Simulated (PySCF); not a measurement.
## Electron correlation in Sb⁻ (antimony, charge -1)

[Kr] 4d10 5s2 5p4, high-spin 3P determinant. Calculation: PySCF 2.14, in aug-cc-pwCVTZ-PP with ECP28MDF (8s7p6d4f1g, 96 functions); a scalar-relativistic core potential. Frozen: 4s2 4p6 4d10; 6 electrons correlated.

```csv
level,correlation energy (mhartree)
CCSD,-103.73
(T),-4.74
CCSD(T),-108.47
```

Diagnostics: T1 = 0.012, D1 = 0.0299, largest double amplitude 0.041.

Cost of the coupled-cluster step: of the order of 25 core-seconds, for 6 correlated electrons.

Iterations:

```
CC2 = 0
CCSD nocc = (np.int64(4), np.int64(2)), nmo = (87, 87)
frozen orbitals [[0, 1, 2, 3, 4, 5, 6, 7, 8], [0, 1, 2, 3, 4, 5, 6, 7, 8]]
max_cycle = 100
direct = 0
conv_tol = 1e-08
conv_tol_normt = 1e-06
diis_space = 8
diis_start_cycle = 0
Init t2, MP2 energy = -0.0878406864302675
Init E_corr(UCCSD) = -0.087840686433772
cycle = 1  E_corr(UCCSD) = -0.09952973691138  dE = -0.0116890505  norm(t1,t2) = 0.0502894
cycle = 2  E_corr(UCCSD) = -0.102316357517841  dE = -0.00278662061  norm(t1,t2) = 0.0183803
cycle = 3  E_corr(UCCSD) = -0.103767187598852  dE = -0.00145083008  norm(t1,t2) = 0.00884492
cycle = 4  E_corr(UCCSD) = -0.103736269220128  dE = 3.09183787e-05  norm(t1,t2) = 0.00257756
cycle = 5  E_corr(UCCSD) = -0.103718355920068  dE = 1.79133001e-05  norm(t1,t2) = 0.00112224
cycle = 6  E_corr(UCCSD) = -0.103731337453917  dE = -1.29815338e-05  norm(t1,t2) = 0.000506105
cycle = 7  E_corr(UCCSD) = -0.103732652196476  dE = -1.31474256e-06  norm(t1,t2) = 0.000174612
cycle = 8  E_corr(UCCSD) = -0.103732111112864  dE = 5.41083613e-07  norm(t1,t2) = 7.50442e-05
cycle = 9  E_corr(UCCSD) = -0.103732293820183  dE = -1.82707319e-07  norm(t1,t2) = 2.64078e-05
cycle = 10  E_corr(UCCSD) = -0.103732231797092  dE = 6.2023091e-08  norm(t1,t2) = 7.0408e-06
cycle = 11  E_corr(UCCSD) = -0.103732247757685  dE = -1.59605935e-08  norm(t1,t2) = 2.55026e-06
cycle = 12  E_corr(UCCSD) = -0.103732252565173  dE = -4.80748802e-09  norm(t1,t2) = 7.86775e-07
UCCSD converged
E(UCCSD) = -239.3795737017669  E_corr = -0.1037322525651734
UCCSD(T) correction = -0.00474325522332671
```
